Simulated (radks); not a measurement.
Question: Pb, 82 electrons, occupied as [Xe] 4f14 5d10 6s1.5 6p2.5 (fractional occupations, a model configuration). All-electron calculation, scalar-relativistic Kohn-Sham, PBE, spin-unpolarised, spherical densities, point nucleus. Program: a radial shooting solver on a logarithmic mesh with Libxc functionals. Some entries of the table are withheld. Estimate them.

orbital  occ.  eigenvalue (eV)  <r> (bohr)  r(max) (bohr)
1s          2        -88139.56         (1)       0.009837
2s          2        -15765.26     0.06758        0.05713
2p          6        -13520.15     0.06144        0.04761
3s          2        -3785.196      0.1745         0.1611
3p          6        -3141.609      0.1765         0.1613
3d         10        -2485.998      0.1599         0.1314
4s          2        -857.7249      0.3842         0.3622
4p          6        -646.8640      0.4100         0.3824
4d         10        -403.0227      0.4310         0.3884
5s          2        -145.0923      0.8534         0.7888
4f         14        -133.8218      0.4539         0.3498
5p          6         -86.7626      0.9768         0.8819
5d         10         -22.0433       1.301            (2)
6s        1.5         -12.6081       2.293          1.955
6p        2.5          -3.8676       3.299          2.622

Answer: 
(1) 1s <r> (bohr): 0.01604
(2) 5d r(max) (bohr): 1.071
